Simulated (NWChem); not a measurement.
C$_{2}$H$_{3}$F$_{2}$NSi; SMILES [SiH3]C(F)(C#N)F

All runs: NWChem. Pople sets run with spherical d functions. Geometry: optimised at B3LYP/6-31G* (spherical d). B3LYP is NWChem's, with the RPA form of VWN correlation. Level: B3LYP/6-31G* with SMD (1 M gas to 1 M solution), gas-phase geometry. Reactions with the solvent are ignored.

Q: What does the run give for solvent toluene? Quantities: solvation free energy (kcal/mol); cavity-dispersion-structure term (kcal/mol); dipole in solution (D).

A: solvation free energy (kcal/mol): -0.7
cavity-dispersion-structure term (kcal/mol): 1.4
dipole in solution (D): 3.34
